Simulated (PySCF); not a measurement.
Positional isomers: butadiene methyl+boryl. All species are isolated molecules in the gas phase. One relaxed conformer stands for each flexible species; it need not be the lowest. Strings in code marks are SMILES.

The four lowest singlet excitations (Tamm–Dancoff). These are PBE-D3(BJ)/def2-TZVP // CAM-B3LYP-D3(BJ)/def2-TZVP run with PySCF values and carry that method's errors. Excitations are Tamm–Dancoff values on a coarser integration grid. The basis has no diffuse functions, so Rydberg states are missing or too high.

| state | energy (eV) | wavelength (nm) | oscillator strength |
|---|---|---|---|
| S1 | 3.90 | 318 | 0.061 |
| S2 | 4.82 | 257 | 0.000 |
| S3 | 5.08 | 244 | 0.000 |
| S4 | 5.75 | 216 | 0.345 |

**Question.** Name which member gives these states.
A) `BC(=C)C(=C)C`
B) `B/C=C(\C)C=C`
C) `B/C(C=C)=C/C`
D) `B/C=C(/C)C=C`

**Answer.** C, `B/C(C=C)=C/C`
